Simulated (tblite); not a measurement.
Species: C₈H₈O (charge -1 and doublet state).
Z-matrix (Å and degrees, GFN2-xTB geometry), rows numbered from 1:
```
C 
C   1  1.3625
C   2  1.4285  1  126.49
C   3  1.3817  2  108.74  1  -179.89
C   4  1.3960  3  109.24  2    -0.02
C   5  1.4098  4  109.14  3    -0.00
C   6  1.4119  2  126.82  1    -0.11
C   7  1.5398  6  115.61  2   179.97
O   7  1.2446  6  126.72  2    -0.05
H   1  1.0739  2  121.09  3  -179.96
H   1  1.0815  2  121.16  3     0.01
H   3  1.0798  2  124.77  1    -0.13
H   4  1.0832  3  125.69  2   179.98
H   5  1.0793  4  124.49  3  -179.95
H   8  1.0891  7  110.39  6   -60.06
H   8  1.0895  7  109.23  6   179.96
H   8  1.0891  7  110.38  6    60.03
```

Calculated harmonic vibrations of the isolated species, GFN2-xTB (tblite), most abundant isotopes, no scaling. Against measured fundamentals such values can be off by several per cent, at times by over 20. One conformer, not necessarily the lowest. Open shells enter through the occupations alone, without spin polarisation, and single modes of such species can be off by tens of per cent.

Harmonic wavenumbers (cm⁻¹): 79.0, 141.5, 160.3, 195.7, 257.1, 310.7, 404.0, 483.1, 498.6, 535.2, 601.9, 610.4, 663.6, 701.4, 719.2, 727.1, 735.0, 819.6, 819.9, 938.9, 958.2, 972.1, 1033.6, 1087.7, 1117.7, 1183.5, 1267.2, 1317.9, 1354.0, 1388.4, 1405.2, 1421.1, 1475.4, 1496.2, 1496.9, 1548.2, 1628.5, 2994.6, 2999.6, 3009.0, 3013.6, 3033.9, 3054.0, 3066.3, 3144.0.

A = 2773, B = 1530, C = 992.1 MHz; mass 120.058 u (most abundant isotopes); point group Cs, symmetry number 1; spin multiplicity 2.

What is the zero-point energy?

Half the sum of the wavenumbers: 28434 cm⁻¹ = 340.15 kJ/mol.

Give the ideal-gas entropy at 350 K and 1 bar in the rigid-rotor, harmonic-oscillator model (classical rotation).

Translation 171.90, rotation 122.19, vibration 107.08, spin (R ln 2) 5.76: S = 406.9 J/(mol K).

And Cp and H(350 K) − H(0)?

Cp = 167.57 J/(mol K), of which vibrations give 134.31 (their classical limit is 45 R = 374.2); H(350 K) − H(0) = 33.26 kJ/mol without the zero-point energy, 21.62 from vibrations.

How do the functions run with temperature in this model?

```csv
T (K),S (J/(mol K)),Cp (J/(mol K)),H − H(0) (kJ/mol),G − H(0) (kJ/mol),ln q(vib)
100,276.5,63.7,4.54,-23.10,0.74
200,332.4,103.7,12.85,-53.64,2.43
300,382.7,147.1,25.39,-89.42,4.40
500,475.9,219.4,62.48,-175.45,8.71
800,594.8,285.4,139.18,-336.67,15.24
1000,661.6,313.0,199.17,-462.46,19.36
```

q(vib) and H(0) count from the zero-point level.

Which modes carry the vibrational entropy at 350 K?

79.0 cm⁻¹: 17.70; 141.5 cm⁻¹: 12.94; 160.3 cm⁻¹: 11.93; 195.7 cm⁻¹: 10.34; 257.1 cm⁻¹: 8.23; 310.7 cm⁻¹: 6.82 J/(mol K); the other 39 give 39.11 together.

What must be added to the electronic energy to get the Gibbs energy at 350 K and 1 bar?

ZPE + [H(350 K) − H(0)] − T·S = 340.15 + 33.26 − 142.43 = 230.98 kJ/mol.

Blend soft modes into free rotors: weight 1/[1 + (100 cm⁻¹/ν̃)⁴] for the oscillator and the rest for a rotor with moment μB/(μ + B), μ = h/(8π²ν), B = 10⁻⁴⁴ kg m². What vibrational entropy results?

103.62 J/(mol K) in place of 107.08, which changes −T·S at 350 K by +1.21 kJ/mol.

Hindered rotation and anharmonicity are outside this model. Other conformers, if any are populated, would add a mixing term that is left out.

Time: 0.58 s. Hardware: one thread, Arm Neoverse V1 (aarch64), no GPU, shared host. This covers the Hessian and the dipole derivatives.
